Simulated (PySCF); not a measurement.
## GeP and its ions

ROHF-MP2; basis Ge def2-TZVPPD, P def2-TZVPPD; no relativity; PySCF 2.14. Neutral (ROHF): doublet (π ↑), Re = 2.148 Å, ωe = 497 cm⁻¹, De = 3.09 eV.

GeP⁺ (UHF): triplet (π ↑↑), Re = 2.284 Å, ωe = 415 cm⁻¹, De = 2.32 eV to Ge⁺ + P. The energies at the minima are -2416.41181 hartree for GeP and -2416.09409 for GeP⁺.

(1) Work out the adiabatic ionisation energy, without and with harmonic zero-point energies (1 hartree = 27.2114 eV, 1 eV = 8065.5 cm⁻¹), and the change of the bond length.

GeP⁻ (RHF): singlet (closed shell), Re = 2.090 Å, ωe = 519 cm⁻¹. The energies at the minima are -2416.41181 hartree for GeP and -2416.51992 for GeP⁻.

(2) Work out the adiabatic electron affinity, without and with harmonic zero-point energies (1 hartree = 27.2114 eV, 1 eV = 8065.5 cm⁻¹), and the change of the bond length.

Correlated steps freeze 14 core orbitals. UHF and ROHF references stand side by side, which adds small steps between rows. For an ion De counts to the pair picked by the measured ionisation energies or electron affinities, which need not be the lowest pair at this level. States were picked by a PBE0 search and need not be the measured ground states.

Neutral and ion stand on different kinds of reference determinant, which adds to the error of the difference.

Answers

(1) At MP2: 0.31772 hartree = 8.646 eV between the minima; the zero-point term (415.0 − 497.0)/2 cm⁻¹ = -0.005 eV makes it 8.641 eV. Re changes by +13.6 pm against the neutral. The electron leaves a π orbital, and the longer bond of the ion fits a bonding orbital, or a change in how ionic the bond is.

(2) At MP2: 0.10811 hartree = 2.942 eV between the minima; the zero-point term (497.0 − 519.0)/2 cm⁻¹ = -0.001 eV makes it 2.940 eV. Re changes by -5.8 pm against the neutral. The electron enters a π orbital, and the shorter bond of the ion fits a bonding orbital, or a change in how ionic the bond is.
